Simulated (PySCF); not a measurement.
Working out the ionisation energy of Tl

Tl [Xe] 4f14 5d10 6s2 6p1 (2P) → Tl⁺ [Xe] 4f14 5d10 6s2 (1S). All numbers are calculated (PySCF 2.14, the spin-free X2C one-electron Hamiltonian (Gaussian nucleus), in x2c-TZVPPall with one added diffuse shell each of s, p, d, f type (12s8p7d4f, 99 functions)). Frozen: [Kr] 4d10 4f14. Energies in hartree (1 hartree = 27.21139 eV):

```
             part     Tl (lower)    Tl⁺ (upper)
              UHF  -20243.515766  -20243.332013
MP2 opposite-spin      -0.320372      -0.316532
    MP2 same-spin      -0.171997      -0.166107
```

Task: What does Hartree-Fock give?

Result: (-20243.332013) − (-20243.515766) = 0.183753 hartree = 5.000 eV.

Task: What do MP2 and SCS-MP2 (6/5 opposite-spin, 1/3 same-spin) give?

Result: The opposite-spin parts differ by 0.104 eV and the same-spin parts by 0.160 eV. MP2: 5.000 + (0.104) + (0.160) = 5.264 eV. SCS-MP2: 5.000 + 1.2 × (0.104) + (0.160)/3 = 5.178 eV.

Measured between the centres of the two terms (NIST): 5.464 eV, so MP2 (valence and next inner shell) is off by -0.200 eV.

What remains against the reference includes basis incompleteness, the frozen core and correlation beyond second order.
